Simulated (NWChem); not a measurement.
System: LiH8O4 cation; SMILES [OH2]->[Li+](<-[OH2])(<-[OH2])<-[OH2]

NWChem printed, in part:

```
             Northwest Computational Chemistry Package (NWChem) 7.3.0
             --------------------------------------------------------

 C1  symmetry detected

                             Geometry "geometry" -> ""
                             -------------------------

 Output coordinates in angstroms (scale by  1.889725989 to convert to a.u.)

  No.       Tag          Charge          X              Y              Z
 ---- ---------------- ---------- -------------- -------------- --------------
    1 Li                   3.0000    -0.08190495     0.00242229    -0.03552171
    2 O                    8.0000     0.73084305     0.00769623     1.71542046
    3 H                    1.0000     0.39176869     0.04502112     2.62795402
    4 H                    1.0000     1.70151123    -0.02018841     1.80555761
    5 O                    8.0000     1.43285278    -0.03825220    -1.23589146
    6 H                    1.0000     1.76651995    -0.82504363    -1.70497528
    7 H                    1.0000     1.77929040     0.72088840    -1.73999515
    8 O                    8.0000    -1.08863945    -1.63299521    -0.22145020
    9 H                    1.0000    -1.15259568    -2.30541883     0.48159082
   10 H                    1.0000    -1.74656587    -1.90506847    -0.88694146
   11 O                    8.0000    -1.04041762     1.66228062    -0.25665958
   12 H                    1.0000    -1.74362339     1.90751437    -0.88529800
   13 H                    1.0000    -1.02770064     2.38519297     0.39731886

 Effective nuclear repulsion energy (a.u.)     162.4400684784

                                 NWChem DFT Module
                                 -----------------

 Summary of "ao basis" -> "ao basis" (spherical)
 ------------------------------------------------------------------------------
       Tag                 Description            Shells   Functions and Types
 ---------------- ------------------------------  ------  ---------------------
 Li                        def2-svpd                 6       12   3s3p
 O                         def2-svpd                 9       23   4s3p2d
 H                         def2-svpd                 4        8   2s2p

            General Information
            -------------------
          SCF calculation type: DFT
          Wavefunction type:  closed shell.
          No. of atoms     :    13
          No. of electrons :    42
           Alpha electrons :    21
            Beta electrons :    21
          Charge           :     1
          Spin multiplicity:     1
          Use of symmetry is: off; symmetry adaption is: off
          Maximum number of iterations: 150
          AO basis - number of functions:   168
                     number of shells:    74
          Convergence on energy requested:  1.00D-06
          Convergence on density requested:  1.00D-05
          Convergence on gradient requested:  5.00D-04

              XC Information
              --------------
                         B3LYP Method XC Potential
                     Hartree-Fock (Exact) Exchange  0.200
                        Slater Exchange Functional  0.800 local
                    Becke 1988 Exchange Functional  0.720 non-local
              Lee-Yang-Parr Correlation Functional  0.810
                  VWN I RPA Correlation Functional  0.190 local

             Grid Information
             ----------------
          Grid used for XC integration:  medium
          Radial quadrature: Mura-Knowles
          Angular quadrature: Lebedev.
          Tag              B.-S. Rad. Rad. Pts. Rad. Cut. Ang. Pts.
          ---              ---------- --------- --------- ---------
          Li                  1.45       49          11.0       434
          O                   0.60       49          11.0       434
          H                   0.35       45          12.0       434
          Grid pruning is: on
          Number of quadrature shells:   605
          Spatial weights used:  Erf1

      Superposition of Atomic Density Guess
      -------------------------------------

 Sum of atomic energies:        -310.19642443

 Renormalizing density from      43.00 to     42

      Non-variational initial energy
      ------------------------------

 Total energy =    -306.413058
 1-e energy   =    -728.907666
 2-e energy   =     260.054540
 HOMO         =      -0.801874
 LUMO         =      -0.230716

   convergence    iter        energy       DeltaE   RMS-Dens  Diis-err
 ---------------- ----- ----------------- --------- --------- ---------
 d= 0,ls=0.0,diis     1   -312.5845307507 -4.75D+02  1.84D-02  3.95D+00
 d= 0,ls=0.0,diis     2   -312.0076066022  5.77D-01  9.67D-03  1.01D+01
 d= 0,ls=0.0,diis     3   -312.9697228494 -9.62D-01  8.74D-04  3.16D-02
 d= 0,ls=0.0,diis     4   -312.9726246856 -2.90D-03  1.68D-04  1.39D-03
 d= 0,ls=0.0,diis     5   -312.9727617937 -1.37D-04  3.95D-05  6.82D-05
  Resetting Diis
 d= 0,ls=0.0,diis     6   -312.9727665178 -4.72D-06  1.43D-05  1.68D-05
 d= 0,ls=0.0,diis     7   -312.9727680574 -1.54D-06  1.90D-06  3.61D-08
 d= 0,ls=0.0,diis     8   -312.9727680581 -7.28D-10  7.29D-07  3.46D-08

         Total DFT energy =     -312.972768058149
      One electron energy =     -745.511793700403
           Coulomb energy =      309.084414280619
    Exchange-Corr. energy =      -38.985457116812
 Nuclear repulsion energy =      162.440068478447

 Numeric. integr. density =       42.000010582187

                       DFT Final Molecular Orbital Analysis
                       ------------------------------------

 Vector   19  Occ=2.000000D+00  E=-5.027793D-01
              MO Center=  6.9D-01, -2.6D-02,  1.7D+00, r^2= 1.0D+00
   Bfn.  Coefficient  Atom+Function         Bfn.  Coefficient  Atom+Function
  ----- ------------  ---------------      ----- ------------  ---------------
    18      0.626031   2 O  py               21      0.423541   2 O  py
    95      0.092267   8 O  px               24      0.065001   2 O  py
    98      0.061491   8 O  px                8      0.056220   1 Li py
   134     -0.048456  11 O  px               94      0.042546   8 O  s
   133     -0.037914  11 O  s                97     -0.032567   8 O  pz

 Vector   20  Occ=2.000000D+00  E=-4.993462D-01
              MO Center=  8.5D-01, -1.2D-01, -1.0D+00, r^2= 2.7D+00
   Bfn.  Coefficient  Atom+Function         Bfn.  Coefficient  Atom+Function
  ----- ------------  ---------------      ----- ------------  ---------------
    56      0.454447   5 O  px               58      0.322819   5 O  pz
    59      0.312814   5 O  px               61      0.213051   5 O  pz
    95      0.189867   8 O  px              134      0.145467  11 O  px
    98      0.127292   8 O  px               97     -0.119151   8 O  pz
   136     -0.110302  11 O  pz               96     -0.104203   8 O  py

 Vector   21  Occ=2.000000D+00  E=-4.986566D-01
              MO Center= -1.0D+00,  1.2D-01, -2.0D-01, r^2= 3.6D+00
   Bfn.  Coefficient  Atom+Function         Bfn.  Coefficient  Atom+Function
  ----- ------------  ---------------      ----- ------------  ---------------
   134     -0.306516  11 O  px               95      0.295351   8 O  px
   136      0.258005  11 O  pz               96     -0.247263   8 O  py
   135     -0.234282  11 O  py              137     -0.205324  11 O  px
    97     -0.200407   8 O  pz               98      0.197959   8 O  px
   139      0.174454  11 O  pz               99     -0.171033   8 O  py

 Vector   22  Occ=0.000000D+00  E=-1.701496D-01
              MO Center= -9.8D-02,  4.3D-03,  9.4D-02, r^2= 1.2D+01
   Bfn.  Coefficient  Atom+Function         Bfn.  Coefficient  Atom+Function
  ----- ------------  ---------------      ----- ------------  ---------------
     3      0.849763   1 Li s                 2     -0.421377   1 Li s
    16      0.254913   2 O  s                55      0.212653   5 O  s
    93     -0.174515   8 O  s               132     -0.174611  11 O  s
    15     -0.172638   2 O  s                54     -0.162769   5 O  s
    94      0.143839   8 O  s               133      0.141740  11 O  s

 Vector   23  Occ=0.000000D+00  E=-1.383690D-01
              MO Center= -1.1D+00, -5.1D-02, -9.4D-02, r^2= 1.3D+01
   Bfn.  Coefficient  Atom+Function         Bfn.  Coefficient  Atom+Function
  ----- ------------  ---------------      ----- ------------  ---------------
    11      0.754686   1 Li py                8      0.472026   1 Li py
    94      0.422247   8 O  s               133     -0.412412  11 O  s
   101      0.278013   8 O  px              140     -0.269233  11 O  px
   102      0.248743   8 O  py              141      0.237135  11 O  py
    93      0.212210   8 O  s               132     -0.202307  11 O  s

[...]

                         DFT ENERGY GRADIENTS

    atom               coordinates                        gradient
                 x          y          z           x          y          z
   1 Li     -0.154778   0.004577  -0.067126    0.000126  -0.000009   0.000087
   2 O       1.381093   0.014544   3.241675   -0.007626  -0.000178  -0.012528
   3 H       0.740335   0.085078   4.966113   -0.001426   0.000339   0.008663
   4 H       3.215390  -0.038151   3.412009    0.008164  -0.000184   0.002151
   5 O       2.707699  -0.072286  -2.335496   -0.007565   0.000377   0.012485
   6 H       3.338239  -1.559106  -3.221936    0.003205  -0.005802  -0.005444
   7 H       3.362371   1.362282  -3.288114    0.003301   0.005483  -0.005685
   8 O      -2.057230  -3.085913  -0.418480    0.009252   0.011355  -0.000508
   9 H      -2.178090  -4.356610   0.910075   -0.001925  -0.006288   0.005447
  10 H      -3.300531  -3.600057  -1.676076   -0.006380  -0.003557  -0.004822
  11 O      -1.966104   3.141255  -0.485016    0.008847  -0.011654  -0.000428
  12 H      -3.294970   3.604679  -1.672971   -0.006662   0.003376  -0.004517
  13 H      -1.942073   4.507361   0.750824   -0.001312   0.006742   0.005099
```

Level: B3LYP/def2-SVPD. The geometry was optimised at PBE-D3(BJ)/def2-SVP. B3LYP is NWChem's, with the RPA form of VWN correlation.

**Question.** Reconstruct the input file.

**Answer.** One answer among several that fit: the input that was run:
```
start job
memory heap 200 mb stack 900 mb global 1100 mb
charge 1
geometry units angstroms noautoz
  Li    -0.041129     0.000355    -0.074474
  O      1.737901    -0.086050     0.669819
  H      2.634406    -0.157800     0.295369
  H      1.866248    -0.071899     1.636476
  O     -1.179825     0.075354     1.485904
  H     -1.602371     0.877502     1.844272
  H     -1.701681    -0.665687     1.845012
  O     -0.196736     1.652333    -1.059070
  H      0.530921     2.295567    -1.144369
  H     -0.874947     1.958576    -1.688367
  O     -0.368244    -1.638951    -1.038035
  H     -1.033092    -1.850608    -1.718478
  H      0.254847    -2.388520    -1.056895
end
basis spherical
  Li library def2-svpd
  O library def2-svpd
  H library def2-svpd
end
dft
  xc b3lyp
  iterations 150
end
task dft gradient
```
